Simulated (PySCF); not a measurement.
[Se3]2+, singlet: molecular constants

These are results of PBE0/[Se def2-TZVP], no relativity, density fitting, PySCF, not measurements.

The structure is a minimum.

```xyz
3
charge 2 multiplicity 1, angstrom
Se    0.0000    0.0000   -1.2092
Se    1.2887    0.0000    0.6046
Se   -1.2887    0.0000    0.6046
```

```json
{"Point group": "C2v", "Bond lengths": "Se–Se 2.225 Å (×2), Se–Se 2.577 Å", "Bond angles": "Se–Se–Se 54.6° (×2), Se–Se–Se 70.8°", "Heat capacity Cp at 298.15 K": "54.1 J/(mol K)", "Rotational constants": "0.09617, 0.06351, 0.03825 cm⁻¹", "Entropy at 298.15 K and 1 bar": "308.6 J/(mol K)", "Principal quadrupole moments (Buckingham, traceless) about the centre of mass": "-15.79, 5.13, 10.65 D Å", "Rotational symmetry number": "2", "Dipole moment about the centre of mass": "0.55 D", "Enthalpy at 298.15 K above 0 K": "13.29 kJ/mol", "Principal polarisabilities": "34.6, 60.4, 80.9 bohr³", "Zero-point energy": "5.4 kJ/mol", "Lowest empty level": "-17.11 eV", "Highest occupied level": "-18.97 eV"}
```

Harmonic modes (masses in u: Se 79.917):
```tsv
symmetry	ω (cm⁻¹)	IR (km/mol)
a1	213	1.2
b2	292	5.4
a1	396	0.0
```

In C2v the vibrations span 2a1 + b2. Here b1 is antisymmetric to the molecular plane and b2 lies in it.

Charges (e):
```
 atom  Mulliken  Löwdin  polar tensor  Mayer order to Se1
  Se1      0.74    0.72          0.88                   –
Se2,3      0.63    0.64          0.56                1.56
```
Other Mayer orders above 0.3: Se–Se 1.22.

Mulliken populations on Se1: s 7.94, p 15.09, d 10.20, f 0.02.

Outer orbital energies (eV). occupied: -23.47, -22.92, -22.57, -21.38, -18.97; empty: -17.11, -15.53, -14.00, -13.14.

Other isomers or separated fragments may lie lower.

The final relaxation and frequency run took of the order of 5 core-minutes on a shared host.
